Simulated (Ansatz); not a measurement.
`CC[Si](F)(F)Cl` + `O[SiH2][AlH2]` → `CO[SiH2][AlH2]` + `C[Si](F)(F)Cl`  (substitution at a C–C bond)

Computed with Ansatz on PBE0-D4/def2-TZVP structures; ΔE is electronic, products minus reactants. CCSD(T)/CBS is the MP2 limit (def2-TZVPP, def2-QZVPP) plus CCSD(T) − MP2 in def2-TZVPP, frozen cores. DFT in def2-TZVPP. One conformer a species, not always the lowest.

`CC[Si](F)(F)Cl`:

Z-matrix (Å, degrees):
```
C
C 1 1.529
H 1 1.092 2 110.8
H 1 1.092 2 111.4 3 119.9
H 1 1.092 2 111.4 3 -119.9
Si 2 1.839 1 113.5 3 180.0
H 2 1.095 1 111.0 3 -58.8
H 2 1.095 1 111.0 3 58.8
F 6 1.584 2 111.0 1 -58.9
F 6 1.584 2 111.0 1 59.0
Cl 6 2.030 2 112.6 1 -179.9
```

`O[SiH2][AlH2]`:

```xyz
8

O    -0.761    1.695   -0.080
Si   -0.682    0.057   -0.342
Al    1.425   -0.804    0.589
H    -1.542    2.150   -0.400
H    -1.866   -0.629    0.270
H    -0.789   -0.244   -1.807
H     1.724   -2.362    0.474
H     2.491    0.136    1.297
```

`CO[SiH2][AlH2]`:

```xyz
11

C    -0.003   -0.320   -2.101
O    -0.490   -0.172   -0.788
Si    0.525    0.126    0.485
Al   -0.809    0.305    2.542
H    -0.850   -0.501   -2.765
H     0.688   -1.169   -2.177
H     0.520    0.583   -2.439
H     1.554   -0.962    0.571
H     1.316    1.371    0.214
H    -2.389    0.146    2.539
H    -0.063    0.591    3.918
```

`C[Si](F)(F)Cl`:

Cartesian coordinates in Å:
```
C 0.356 0.082 -0.945
Si -0.213 -0.082 0.788
F 0.115 -1.522 1.357
F 0.528 0.953 1.727
Cl -2.209 0.221 0.986
H 1.434 -0.086 -1.005
H -0.147 -0.648 -1.582
H 0.137 1.082 -1.325
```

```
         species  PBE0 energy (Eh)
`CC[Si](F)(F)Cl`       -1028.39709
 `O[SiH2][AlH2]`        -609.89269
`CO[SiH2][AlH2]`        -649.15228
 `C[Si](F)(F)Cl`        -989.12251
```

Q: Work out ΔE.

A: ΔE = (-649.15228) + (-989.12251) − (-1028.39709) − (-609.89269) = 0.01499 Eh = +9.4 kcal/mol. CCSD(T)/CBS gives +10.0 kcal/mol.

Largest T1 diagnostic among the species: 0.012.

Leaving LDA and LC-ωPBE aside and taking each functional with its dispersion term where it has one, the values, not all of them listed here, spread over 2.0 kcal/mol, from BLYP-D4 to PBE-QIDH. In def2-TZVPP, CCSD(T) changes the Hartree–Fock value by +2.3 kcal/mol (the triples alone add +0.1 kcal/mol) and MP2 by +3.3 kcal/mol. At CCSD(T), def2-SVP lies −1.8 kcal/mol from the extrapolated value and def2-TZVPP −0.5 kcal/mol.
